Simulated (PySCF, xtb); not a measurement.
C2H4ClFSi2, SMILES F[Si@@H](C#C)[SiH2]Cl. One conformer was computed; it need not be the lowest.

Harmonic wavenumbers (cm⁻¹) from GFN2-xTB (xtb 6.7.1) at its own minimum, in rising order: 3, 64, 100, 141, 173, 268, 292, 403, 405, 522, 583, 607, 650, 678, 689, 689, 708, 798, 805, 2203, 2216, 2237, 2266, 3354.

**Question.** What does PBE-D3(BJ)/def2-SVP in PySCF 2.14.0 give at its own minimum? (An estimate is asked for; the answer gives what the named calculation found.)

**Answer.** 31, 62, 98, 150, 185, 312, 349, 401, 459, 538, 634, 664, 688, 722, 740, 783, 797, 874, 896, 2083, 2154, 2170, 2172, 3388. Paired by order, the mean absolute difference is 50 cm⁻¹ and the zero-point energies are 29.8 and 30.5 kcal/mol.
